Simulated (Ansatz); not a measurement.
Ideal-gas functions of Cl3H2NbO2 (`[OH][Nb]([OH])([Cl])([Cl])[Cl]`) at 298.15 K and 1 bar, from an Ansatz frequency run at PBE0-D4/def2-TZVP.

Molar mass 233.28 g/mol, point group C1 (symmetry number 1), electronic degeneracy 1, moments of inertia 380.668, 429.165, 535.327 u Å². Harmonic wavenumbers (cm⁻¹, unscaled): 41, 93, 145, 169, 183, 210, 255, 334, 346, 396, 399, 438, 493, 597, 718, 758, 3865, 3914.

Use S(trans) = R[1.5 ln M + 2.5 ln T − 1.1517]; rotational temperatures θ = 24.2544 K / I; S(rot) = R[ln(√π/σ · √(T³/θAθBθC)) + 1.5]; for each mode x = 1.438777 ν̃/T, S = R[x/(eˣ − 1) − ln(1 − e⁻ˣ)] and H = RT x/(eˣ − 1); 1 cm⁻¹ = 0.0119627 kJ/mol; R = 8.31446 J/(mol·K).

**Question.** By hand: the entropy, in J/(mol·K).

**Answer.** Translation 176.9. Rotation: θ = 0.0637, 0.0565, 0.0453 K, giving 124.5. Vibration, mode by mode: 21.80, 15.05, 11.45, 10.24, 9.61, 8.55, 7.10, 5.19, 4.96, 4.09, 4.04, 3.48, 2.83, 1.90, 1.19, 1.02, 0.00, 0.00, in all 112.5. Electronic 0.0. Sum 413.9 J/(mol·K).

**Question.** By hand: H − E and G − E in kJ/mol, counted from the electronic energy.

**Answer.** Zero-point energy ½ × 13354 × 0.0119627 = 79.9; thermal vibration 17.6; translation, rotation and pV give 4 RT = 9.9. H − E = 107.4 kJ/mol, and G − E = 107.4 − 298.15 × 413.9/1000 = -16.0 kJ/mol.

Vibration gives 27 % of the entropy, 48.3 J/(mol·K) of it from the modes under 150 cm⁻¹: soft modes count most, and the harmonic formula is weakest for them. The sum counts one conformer and one mirror image; others add a mixing term.
